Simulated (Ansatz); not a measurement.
Coupled-cluster run, AlBrH, SMILES `[AlH][Br]` radical.

```yaml
crystal:
  periodic: [false, false, false]
  atoms:
    - {symbol: Al, position_ang: [-0.296680, -0.628011, -0.239076]}
    - {symbol: Br, position_ang: [1.584539, 0.008562, 0.871053]}
    - {symbol: H, position_ang: [-1.298859, 0.554649, -0.645277]}
basis:
  gaussian: {orbitals: def2-TZVPP}
magnetization: {spin_polarized: true, initial_magnetization: 1}
correlation: {method: ccsd_t}
scf: {omitted_lower_state_checks: [cluster_reference]}
output: {orbitals: {seedname: orbitals}}
```

```sh
$ ansatz run in.yaml --threads 2 --pin off --events-out ev --progress --plain
```

Output of Ansatz, abridged:

```
Functional definition: HF
659 factors; integrals over basis functions are off by at most 8.6e-4 eV
mean field evaluation 1: about -76597.9035 eV, gradient 8.7e0 eV
mean field evaluation 2: about -76597.9053 eV, gradient 8.7e0 eV
mean field evaluation 4: about -76598.8394 eV, gradient 1.8e0 eV
mean field evaluation 8: about -76598.9077 eV, gradient 6.5e-3 eV
mean field -76598.90765785 eV, -2814.9579358217 hartree, gradient 2.1e-6 eV, S^2 0.756890; 0 other end points of the search recorded, 0 dependent functions left out
14 core orbitals not correlated: weight in the atoms' cores, before any rotation towards them, 1.000 or more for the frozen orbitals, at most 0.000 for the correlated occupied ones
reference -76598.90765785 eV, -2814.9579358217 hartree; 11, 10 occupied and 79, 80 virtual orbitals, 659 factors
second order -8.97863326 eV of doubles, -0.00000000 eV of singles
cycle   1  -9.14893441 eV  change   -1.7e-1 eV  update   6.2e-2
cycle   2  -9.40512808 eV  change   -2.6e-1 eV  update   2.2e-2
cycle   3  -9.42978949 eV  change   -2.5e-2 eV  update   1.1e-2
cycle   4  -9.42163129 eV  change    8.2e-3 eV  update   4.6e-3
cycle   5  -9.42432532 eV  change   -2.7e-3 eV  update   2.0e-3
cycle   6  -9.42416579 eV  change    1.6e-4 eV  update   8.2e-4
cycle   7  -9.42421202 eV  change   -4.6e-5 eV  update   3.1e-4
cycle   8  -9.42432517 eV  change   -1.1e-4 eV  update   1.1e-4
cycle   9  -9.42429336 eV  change    3.2e-5 eV  update   4.2e-5
cycle  10  -9.42428224 eV  change    1.1e-5 eV  update   1.5e-5
perturbative correction -0.31478853 eV, -0.0115682652 hartree
Total energy: -76608.64672863 eV, -2815.3158400712 hartree
Checks for a lower state left out: cluster_reference
```

Run time 8.5 s (2 threads of a server CPU on a shared host); peak host memory 0.54 GiB.

Correlation energy per correlated electron: -0.464 eV. T1 diagnostic: 0.0106.
